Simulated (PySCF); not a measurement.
# RuCl₃: breathing scan

These are results of UPBE in PySCF with Ru def2-SVP with ECP28, Cl def2-SVP; scalar-relativistic core potentials, no spin–orbit coupling; density-fitted integrals, not measurements.

Rigid scan from the quartet minimum (Ru–Cl 2.199 Å, Ru–Cl 2.237 Å (×2); Cl–Ru–Cl 104.8° (×2), Cl–Ru–Cl 150.3°). Coordinate: all bonds to the central atom scaled together. Energies in kJ/mol from the minimum.

| scale of all bonds to the centre | E (kJ/mol) | dipole size (D) | ⟨S²⟩ |
| --- | --- | --- | --- |
| 0.88 | 261.7 | 0.09 | 3.76 |
| 0.92 | 99.9 | 0.21 | 3.76 |
| 0.96 | 21.6 | 0.33 | 3.76 |
| 1.00 | 0.0 | 0.45 | 3.76 |
| 1.04 | 16.4 | 0.56 | 3.77 |
| 1.08 | 57.6 | 0.68 | 3.78 |
| 1.14 | 146.1 | 0.83 | 3.88 |
| 1.22 | 283.4 | 1.02 | 4.05 |
| 1.35 | 495.0 | 1.52 | 4.31 |

Spin contamination is strong at 1.22, 1.35, so these points are less reliable.

With open d or f shells other occupations or spin states may lie lower.
